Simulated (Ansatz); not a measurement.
`BC[SiH2]S` + `FCS` → `BCSCF` + `[SiH3]S`  (substitution at a C–Si bond)

Gas-phase electronic energies from Ansatz, PBE0-D4/def2-TZVP geometries. CCSD(T)/CBS adds triple-zeta CCSD(T) − MP2 to the extrapolated MP2 energy (def2 sets, frozen cores). DFT in def2-TZVPP. B3LYP here is the variant with VWN-RPA as its local correlation; programs differ in this. Each species was taken in one conformer, which may not be the lowest.

Question: Is it downhill or uphill in electronic energy at CCSD(T)/CBS, and by how much? (Best estimate.)

Answer: The calculation gave: Uphill: ΔE = +61.6 kJ/mol.

Question: What do these levels give: ωB97M-V, B2PLYP, B3LYP, MP2/def2-TZVPP, CCSD/def2-TZVPP, HF/CBS(def2)? (Estimate.)

Answer: The calculation gave: ωB97M-V 61.8, B2PLYP 60.2, B3LYP 58.5, MP2/def2-TZVPP 64.1, CCSD/def2-TZVPP 62.4, HF/CBS(def2) 54.0 kJ/mol.

Largest T1 diagnostic among the species: 0.011.

In def2-TZVPP, CCSD(T) changes the Hartree–Fock value by +8.8 kJ/mol (the triples alone add +0.6 kJ/mol) and MP2 by +10.0 kJ/mol.
